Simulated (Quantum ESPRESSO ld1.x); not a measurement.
Eu I, configuration [Kr] 4d10 4f7.25 5s2 5p5.75 6s2 (fractional occupations, a model configuration).

All-electron calculation, scalar-relativistic Kohn-Sham, revPBE, spin-unpolarised, spherical densities, point nucleus. Program: ld1.x of Quantum ESPRESSO 7.5.

Energy parts (hartree):
total: -10844.161
kinetic: 11618.754
electron-nucleus: -26434.178
Hartree: 4213.591
exchange-correlation: -242.328

Orbitals (lengths in bohr, moments of r in powers of bohr; <r^-3> diverges for s and p1/2; r(max) is where P^2 peaks):
orbital  occ.  eigenvalue (hartree)  r(max)  <r^-3>
1s          2              -1777.65   0.014       -
2s          2              -291.892   0.081       -
2p          6              -260.029   0.065   10780
3s          2              -64.2057   0.230       -
3p          6              -54.2920   0.224    2246
3d         10              -41.0529   0.184   304.0
4s          2              -12.7241   0.528       -
4p          6              -9.46534   0.549   496.0
4d         10              -4.92831   0.572   55.76
5s          2              -1.63591    1.23       -
5p       5.75              -0.87086    1.41   63.77
6s          2              -0.13197    3.66       -
4f       7.25              -0.08036   0.595   6.682
5d          0              -0.05622    2.14   1.955
6p          0              -0.04397    4.88   3.128
7s          0              -0.00574    10.8       -

The highest occupied level is 4f at -2.187 eV. The density falls to 0.001 e/bohr^3 at r = 5.27 bohr.
